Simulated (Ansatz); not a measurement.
A single point on `[OH][Mo]([OH])(=[S])([Cl])[Cl]`.

```yaml
crystal:
  periodic: [false, false, false]
  atoms:
    - {symbol: O, position_ang: [-1.460179, 1.024475, 0.008896]}
    - {symbol: Mo, position_ang: [0.078901, 0.080464, -0.394506]}
    - {symbol: O, position_ang: [1.612111, -0.813666, 0.127300]}
    - {symbol: S, position_ang: [-0.427846, -0.880445, -2.162445]}
    - {symbol: Cl, position_ang: [-0.733504, -1.155006, 1.491790]}
    - {symbol: Cl, position_ang: [1.217132, 1.944382, -0.981730]}
    - {symbol: H, position_ang: [-1.910397, 0.956434, 0.857583]}
    - {symbol: H, position_ang: [1.715984, -1.213738, 0.997210]}
basis:
  gaussian: {orbitals: def2-QZVPP}
correlation: {method: mp2}
```

```sh
$ ansatz run in.yaml --threads 4 --pin off --events-out ev --progress --plain --max-ram 11315MiB
```

Output, abridged:

```
Functional definition: HF
2858 factors; integrals over basis functions are off by at most 8.0e-4 eV
mean field evaluation 1: about -41764.3335 eV, gradient 7.4e1 eV
mean field evaluation 2: about -41764.7408 eV, gradient 7.4e1 eV
mean field evaluation 4: about -41774.5978 eV, gradient 1.5e1 eV
mean field evaluation 8: about -41775.0769 eV, gradient 1.6e0 eV
mean field evaluation 16: about -41775.0977 eV, gradient 9.2e-5 eV
mean field -41775.09770095 eV, -1535.2065243315 hartree, gradient 3.0e-6 eV, S^2 0.000000; 0 other end points of the search recorded, 0 dependent functions left out; unrestricted orbitals would lower it
17 core orbitals not correlated: weight in the atoms' cores, before any rotation towards them, 1.000 or more for the frozen orbitals, at most 0.000 for the correlated occupied ones
reference -41775.09770095 eV, -1535.2065243315 hartree; 24, 24 occupied and 424, 424 virtual orbitals, 2858 factors
second order -49.54534795 eV of doubles, -0.00000000 eV of singles
Total energy: -41824.64304889 eV, -1537.0272822855 hartree
```

It took 33 s on 4 threads of an Arm Neoverse V2 on a shared host, with 2.9 GiB of host memory at the peak.
